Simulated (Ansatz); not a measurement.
H2AlFSi, SMILES `F[Si][AlH2]` (singlet; the order of the spin states depends on the level) (charge 0, multiplicity 1). This singlet lies 0.29 eV below the relaxed triplet at the level frozen-core CCSD(T)/cc-pVTZ // PBE0-D3(BJ)/def2-TZVP (Ansatz, a quantum-chemistry and plane-wave program); other levels give the other order.

Cartesian coordinates (Å):
SMILES: F[Si][AlH2]
```xyz
5

F      2.2760     0.0010    -0.6938
Si     1.6929    -0.2420     0.8072
Al    -0.7871     0.0240     0.1119
H     -1.6626    -1.2280    -0.3595
H     -1.5193     1.4450     0.1343
```
Charge 0, spin multiplicity 1.

Frozen-core energies in 6-31g from Ansatz at a geometry from PBE0-D3(BJ)/def2-TZVP; the HF reference has <S^2> = 0.00 (restricted, and unstable towards unrestricted orbitals) and the T1 diagnostic is 0.017.

```tsv
level	energy (Ha)
HF	-631.32073
MP2	-631.51803
CCSD	-631.54131
CCSD(T)	-631.54516
```

Estimate the energies of CCSDT, CCSDT(Q) and CCSDTQ, and give each level's difference from CCSDTQ.


| level | energy (Ha) | difference from CCSDTQ (mHa) |
|---|---|---|
| MP2 | -631.51803 | 28.37 |
| CCSD | -631.54131 | 5.09 |
| CCSD(T) | -631.54516 | 1.25 |
| CCSDT | -631.54586 | 0.55 |
| CCSDT(Q) | -631.54644 | -0.03 |
| CCSDTQ | -631.54640 | 0.00 |
